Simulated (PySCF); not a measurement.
Compound: C3H11BSi2.
Atom-mapped SMILES: `[BH2:1][C@@H:2]1[CH2:3][CH2:4][SiH2:5][SiH2:6]1` (hydrogens: H7, H8 on B1; H9 on C2; H10, H11 on C3; H12, H13 on C4; H14, H15 on Si5; H16, H17 on Si6)

The closed-shell ground state was solved at several levels (PySCF, density fitting, gas phase, non-relativistic). Geometry: PBE0-D3(BJ)/def2-SVP, one conformer, isolated molecule.

| level | basis functions | HOMO (eV) | LUMO (eV) | gap (eV) | dipole (D) |
| --- | --- | --- | --- | --- | --- |
| CAM-B3LYP/pcSseg-1 | 171 | -8.91 | 0.15 | 9.06 | 1.60 |
| wB97X-D/def2-SVPD | 216 | -9.40 | 0.80 | 10.20 | 1.65 |

Problem. Estimate the row for PBE0/pcSseg-1, a basis of 171 functions; the other rows only guide the guess.

Solution. HOMO -7.71 eV, LUMO -0.95 eV, gap 6.76 eV, dipole 1.68 D.

Problem. Over all these levels, which gives the widest orbital gap and which the narrowest?

Solution. wB97X-D/def2-SVPD (range-separated hybrid) has the widest, 10.20 eV, and PBE0/pcSseg-1 (global hybrid, 25 % exact exchange) the narrowest, 6.76 eV. Functional and basis both differ between the two, so the spread mixes both effects.

Problem. How far do the dipole and the HOMO energy spread over the levels?

Solution. The dipole runs from 1.60 to 1.68 D (mean 1.64 D) and the HOMO from -9.40 to -7.71 eV.
